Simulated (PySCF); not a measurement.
# What a mistake does to a calculation on Al3CH5

All numbers below are calculated, not measured. They come from PySCF 2.14.0, an open-source quantum chemistry program, on an isolated molecule that a program drew, which may never have been made. The molecule is Al3CH5 (charge 0, singlet), drawn as the SMILES string `[Al][CH]([AlH2])[AlH2]`.

Each row is a Hartree-Fock (HF) and frozen-core CCSD(T) single point in the cc-pV(D+d)Z basis, meant for a local HF minimum. Run 1 is clean. Each other run has one planted mistake out of seven kinds, and not every kind appears here: one electron removed, one electron added, multiplicity raised by two, geometry at a saddle point, minimal basis STO-3G, one bond length entered in bohr, all coordinates scaled. The reference is restricted for singlets and unrestricted otherwise, and also for a bond in bohr. Adding or removing an electron swaps singlet and doublet. Electrons count all cores. HOMO and LUMO are orbital energies over both spins, the gradient is its largest component, and the lowest frequency (negative if imaginary) is given only where the gradient is small. Bond lengths are over the 8 bonds as drawn. T1 is the CCSD diagnostic: over 0.02 (restricted) or 0.045 (unrestricted) a single reference is doubtful.

Geometry of the clean run:
```xyz
9
Al3CH5, angstrom
Al   -1.2294    1.6149    3.8859
C    -0.8178    1.1142    2.0042
Al   -2.3478    0.4512    1.0043
Al    0.1970    2.4562    1.0297
H    -0.1418    0.2538    2.1809
H    -2.4874   -1.0944    0.6926
H    -3.4779    1.4454    0.5122
H     1.7355    2.2318    0.7328
H    -0.4984    3.7933    0.5437
```

```
run,electrons,basis functions,<S^2>,HOMO (eV),LUMO (eV),gradient (hartree/bohr),lowest frequency (cm^-1),mean bond (Å),longest bond (Å),T1,HF (hartree),CCSD(T) (hartree),mistake
1,50,108,0.000,-7.86,0.74,3.5e-05,89,1.6650,1.990,0.0153,-766.51396,-766.90748,no fault
2,50,37,0.000,-3.60,9.05,4.3e-02,-,1.6650,1.990,0.0126,-757.28871,-757.48624,minimal basis STO-3G
3,49,108,0.781,-15.18,-6.10,3.1e-02,-,1.6650,1.990,0.0186,-766.25919,-766.61873,one electron removed
4,50,108,0.000,-7.83,0.79,2.3e-02,-,1.6017,1.915,0.0147,-766.50352,-766.89558,all coordinates scaled
5,50,108,2.007,-6.21,-0.12,1.2e-02,-,1.6650,1.990,0.0218,-766.45880,-766.82627,?
6,50,108,0.823,-7.78,0.47,9.7e-03,-,1.8411,2.992,0.0619,-766.41318,-766.79911,?
```

**Which mistake was planted in run 5, and what did it cost?**

Electrons, basis and geometry are unchanged, and <S^2> is 2.007, beside S(S+1) = 2.00 for a multiplicity of 3. So the mistake is: multiplicity raised by two. Subtracting run 1 and multiplying by 627.51 kcal/mol a hartree, the energy moved by 34.6 kcal/mol in HF and 51.0 kcal/mol in CCSD(T).

**Which mistake was planted in run 6, and what did it cost?**

The mean bond changes by a factor of 1.106 and the longest by 1.504, so the molecule wasn't scaled as a whole. A length L in bohr read as angstrom grows by (1/0.5292 - 1) L = 0.890 L. The 8 bonds together grew by 8 x 0.1761 = 1.409 Å, which gives L = 1.583 Å. That is the length of one of the Al-H bonds, 1.584 Å in the clean geometry. So the mistake is: one bond length entered in bohr. Subtracting run 1 and multiplying by 627.51 kcal/mol a hartree, the energy moved by 63.2 kcal/mol in HF and 68.0 kcal/mol in CCSD(T).

Cautions from the logs. Run 6: T1 is over the limit, so its CCSD(T) energy is less reliable.
